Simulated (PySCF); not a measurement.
Species: C₂H₆F₂Si.
Numbering: `[F:1][CH:2]([F:3])[CH2:4][SiH3:5]` (hydrogens: H6 on C2; H7, H8 on C4; H9, H10, H11 on Si5)

Geometry (PBE0-D3(BJ)/def2-SVP, Å), atoms numbered from 1 in this order:
```xyz
11
C2H6F2Si angstrom
F     -0.9019   -1.6566   -0.6459
C     -1.2925   -0.5251   -0.0058
F     -2.5052   -0.1824   -0.4994
C     -0.2937    0.5760   -0.2366
Si     1.4909    0.1333    0.2193
H     -1.4232   -0.7727    1.0634
H     -0.3345    0.8531   -1.3032
H     -0.6040    1.4614    0.3408
H      1.5290   -0.4217    1.6074
H      2.3162    1.3770    0.1721
H      2.0567   -0.8692   -0.7271
```

Method: MP2 and CCSD/aug-cc-pVDZ in PySCF, restricted Hartree–Fock reference, frozen core, non-relativistic, gas phase, PBE0-D3(BJ)/def2-SVP geometry.

E(HF) = -567.07266 Eh.

How large is the problem?

173 basis functions and 50 electrons; 9 orbitals frozen, which leaves o = 16 correlated occupied and v = 148 virtual orbitals. That is o·v = 2368 singles and o·v(o·v + 1)/2 = 2804896 distinct closed-shell doubles amplitudes before symmetry; the costliest CCSD step grows as o²v⁴ = 1.2 × 10^11.

What are the MP2 and CCSD correlation energies?

MP2 -0.8045 Eh and CCSD -0.8538 Eh, which gives totals of -567.87720 and -567.92642 Eh. That is 0.726 eV for each correlated electron at CCSD (2242 kJ/mol in all, 0.150 % of the total energy); MP2 gives 94.2 % of the CCSD value.

What is the T1 diagnostic?

0.0126, below the customary warning level of 0.02. It is the norm of the spatial-orbital singles amplitudes over the root of the number of correlated electrons, so the norm is 0.071.

How does correlation change the dipole moment?

HF gives 2.13 D and CCSD (unrelaxed density) 1.89 D, a change of -0.24 D.

No triples correction and no basis-set extrapolation were made.

The job also held the EOM ionisation roots. Time: 9.7 min; peak memory 3.1 GiB. Hardware: Arm Neoverse V1, one thread (shared host).

One conformer stands for the species.
